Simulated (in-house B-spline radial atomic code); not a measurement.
**Kr II (Kr+): [Ar] 3d9 4s2 4p5 6g1 (an excited or competing configuration)**

All numbers are computed (Dirac-Hartree-Fock, average of configuration; Fermi nucleus of rms radius 4.1884 fm) with a radial B-spline atomic code at the basis-set limit, not measured.

Effective charges: Z_r = [3n² - l(l+1)]/(2<r>) from the radius, Z_e = n√(-2ε) from the energy, and Slater's rules. Values are occupation-weighted means over j. An effective charge above Z reflects the relativistic contraction of the inner shells.

```
shell  electrons   ε (eV)  <r> (bohr)    Z_r    Z_e  Slater
   1s          2   -14456     0.04147  36.17  32.60   35.70
   2s          2  -2004.9      0.1827  32.85  24.28   31.85
   2p          6  -1772.5        0.16  31.26  22.83   31.85
   3s          2  -343.54      0.5224  25.84  15.07   24.75
   3p          6  -266.36      0.5319  23.50  13.27   24.75
   3d          9   -140.8      0.5368  19.56   9.65   15.20
   4s          2  -57.177       1.469  16.34   8.20    9.45
   4p          5  -37.736       1.673  13.75   6.66    9.45
   6g          1  -1.5119          22   2.00   2.00       -
```

The least bound orbital is 6g9/2 at -1.512 eV, while the most diffuse is 6g7/2 (<r> = 22 bohr against 22 bohr): energy order and size order differ. The part-filled 3d shell lies below the filled 4s shell in orbital energy.

Spin-orbit splittings of the orbital energies (j = l + 1/2 above j = l - 1/2 when positive): 2p 54.29 eV, 3p 8.533 eV, 3d 1.425 eV, 4p 0.9522 eV, 6g 5.476e-07 eV.

For the 1s electron the small component carries 1.71 % of the norm, the zero-frequency Breit interaction raises the level by 23.64 eV, self-energy by 12.52 eV, and vacuum polarisation lowers it by 1.302 eV.
